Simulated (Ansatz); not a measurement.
`[OH][GeH2][CH2][SiH](O)F` and `O[SiH2][CH2][GeH2][OH]` differ in one atom or group.

Ansatz, PBE0-D4/def2-TZVP geometries, multiplicity 1. Each molecule was computed in one conformer, which needn't be the lowest.

Scalar relativity is left out up to krypton.

```tsv
property	`[OH][GeH2][CH2][SiH](O)F`
LUMO energy (ωB97M-V/def2-TZVPP) / eV	1.51
HOMO energy (ωB97M-V/def2-TZVPP) / eV	-10.74
size of the dipole moment (ωB97M-V/def2-TZVPP) / D	3.44
HOMO energy (PBE/def2-TZVPP) / eV	-7.13
size of the dipole moment (B3LYP/def2-TZVPP) / D	3.40
size of the dipole moment (PBE/def2-TZVPP) / D	3.28
```

**Question.** What does the change do to each property? (An estimate is asked.)

**Answer.** Computed: 
```csv
property,`O[SiH2][CH2][GeH2][OH]`,shift
LUMO energy (ωB97M-V/def2-TZVPP) / eV,1.58,0.07
HOMO energy (ωB97M-V/def2-TZVPP) / eV,-10.53,0.21
size of the dipole moment (ωB97M-V/def2-TZVPP) / D,3.21,-0.23
HOMO energy (PBE/def2-TZVPP) / eV,-6.73,0.40
size of the dipole moment (B3LYP/def2-TZVPP) / D,3.16,-0.24
size of the dipole moment (PBE/def2-TZVPP) / D,3.03,-0.25
```

With PBE0 the HOMO rises by 0.31 eV and the LUMO rises by 0.08 eV, so the gap narrows by about 0.23 eV. PBE moves the HOMO by 0.40 eV and ωB97M-V by 0.21 eV. Dipoles are sizes alone; their direction can turn.

B3LYP here is the variant with VWN-RPA as its local correlation; programs differ in this.
